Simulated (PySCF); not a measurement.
Molecule: C₇H₁₃, net charge 0, doublet state. It need not be the lowest isomer of its formula. SMILES: C(CC(C)(C)[CH2])=C
Coordinates optimised at B3LYP-D3(BJ)/def2-TZVP (Ansatz):
```xyz
20

C     -1.3722    -0.2659     1.2415
C     -0.7632    -0.3160    -0.1209
C     -1.0172     0.9965    -0.8716
C     -1.3687    -1.4893    -0.9115
C      0.7763    -0.5710    -0.0126
C      1.5322     0.4782     0.7371
C      2.5013     1.2280     0.2280
H     -1.6107     0.6736     1.7203
H     -1.4898    -1.1744     1.8187
H     -2.0883     1.1648    -0.9972
H     -0.5968     1.8465    -0.3334
H     -0.5584     0.9701    -1.8625
H     -2.4443    -1.3567    -1.0371
H     -1.2024    -2.4365    -0.3940
H     -0.9151    -1.5609    -1.9028
H      0.9158    -1.5386     0.4814
H      1.1810    -0.6657    -1.0247
H      1.2443     0.6212     1.7752
H      3.0174     1.9719     0.8213
H      2.8158     1.1218    -0.8046
```
Charge 0, spin multiplicity 2.

Dispersion corrections to the total energy (kcal/mol) from the dftd3 and dftd4 libraries through PySCF: D3(BJ) without and D4 with the three-body term, each with the damping fitted for the functional named.

| functional | D3(BJ) | D4 |
|---|---|---|
| TPSSh | -13.19 | -13.36 |
| B2GP-PLYP | -6.09 | … |
| BHLYP | … | -11.85 |
| HSE06 | -7.41 | … |
| PW6B95 | -5.48 | -9.00 |
| revPBE | -28.83 | -35.27 |
| BLYP | -23.41 | -23.68 |

Question: Complete the blanks.

Answer: 
- B2GP-PLYP, D4: -4.63
- BHLYP, D3(BJ): -14.44
- HSE06, D4: -8.49
